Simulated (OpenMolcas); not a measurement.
An OpenMolcas run meant for neutral caesium (ANO-R2, X2C; inactive shells 1s 2s 2p 3s 3p 3d 4s 4p 4d 5s 5p; intended active space 1 electron in 4 orbitals (6s 6p)). One step of its input:

```
&CASPT2
Multistate=1 1
Frozen=14 9
IPEA=3.0
Imaginary=0.1
MaxIter=60
WThr=0.0 0.3 0.05
PrWF=0.5
NoMix
```

The run finished. Its levels beside those of a sound run (SS-CASPT2, IPEA 0.25 Eh, imaginary shift 0.1 Eh (closed shells correlated: 5s 5p)), in eV above each run's lowest level:

| Level | This run | Usual run |
| --- | --- | --- |
| 6s ²S_1/2 | 0.0000 | 0.0000 |
| 6p ²P°_1/2 | 2.2077 | 2.2599 |
| 6p ²P°_3/2 | 2.3247 | 2.3769 |

Q: Which setting is unsound, and how much does it matter here?

A: The IPEA shift is far above its usual 0.25 hartree. Against the sound run the excited levels shown move by 420 cm-1 on average and by 420 cm-1 at most.

ANO sets are built for ground and valence states and can reach diffuse excited orbitals poorly. With one active electron, CASPT2 adds the correlation within the correlated inactive shells and between them and that electron, and leaves the splitting within a term as the reference gives it. The ANO-R sets hold no well-fitted valence p shell for this element, so s → p excitations can come out far too high. Levels of configurations outside the active space are missing.

° marks odd parity.
